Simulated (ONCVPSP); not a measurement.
**Which change was made? (Bi, ONCV)**

bismuth, optimised norm-conserving Vanderbilt (ONCV), made with ONCVPSP 4.0.1 (PBE, scalar-relativistic). Core [Xe] 4f14 5d10, reference 6s2 6p3. Waves: 6s: rc 1.95 bohr, ncon 4, nbas 7, qcut 3.1 1/bohr, 2 projectors, debl 3.6 Ha; 6p: rc 2.70 bohr, ncon 5, nbas 9, qcut 3.5 1/bohr, 2 projectors, debl 2.3 Ha; d scattering state at 0.03 Ha: rc 2.25 bohr, ncon 3, nbas 7, qcut 4.1 1/bohr, 2 projectors, debl 2.3 Ha. Local part: polynomial inside 1.80 bohr (lpopt 5, dvloc0 1 Ha). Core correction: none.

Cutoffs, loose and tight: the cutoffs (Ha) at which the residual kinetic energy of the hardest occupied pseudo-wave falls to 1 and 0.1 mHa per electron. They do not see the model core or the augmentation charge, which bear on the density cutoff. Test errors are all-electron minus pseudo excitation energies from the reference, over the configurations 6s2 6p2; 6s2 6p1; 6s2 6p0; 6s0 6p5; variants that change the core or the reference have their own tests.

The base gives: outcome: generated; cutoff, loose: 22 Ha; cutoff, tight: 30 Ha; bound ghosts: d; GHOST(+) flags above zero: s, p; largest test error (meV): +69.

Q: After one change the result is: outcome: failed: ERROR pspot: first pseudo wave function has node, program will stop. Which change was it?
A. p: rc 3.46
B. d: debl 4.7
C. s: qcut 2.4; p: qcut 2.7; d: qcut 3.2
D. s: ncon 5, nbas 8

A: C. The others give: s: ncon 5, nbas 8 → outcome: generated; cutoff, loose: 13 Ha; cutoff, tight: 27 Ha; bound ghosts: d; GHOST(+) flags above zero: s, p; largest test error (meV): +73 | d: debl 4.7 → outcome: generated; cutoff, loose: 22 Ha; cutoff, tight: 30 Ha; bound ghosts: none; GHOST(+) flags above zero: s, p; largest test error (meV): +69 | p: rc 3.46 → outcome: generated; cutoff, loose: 22 Ha; cutoff, tight: 30 Ha; bound ghosts: d; GHOST(+) flags above zero: s, p; largest test error (meV): +108.
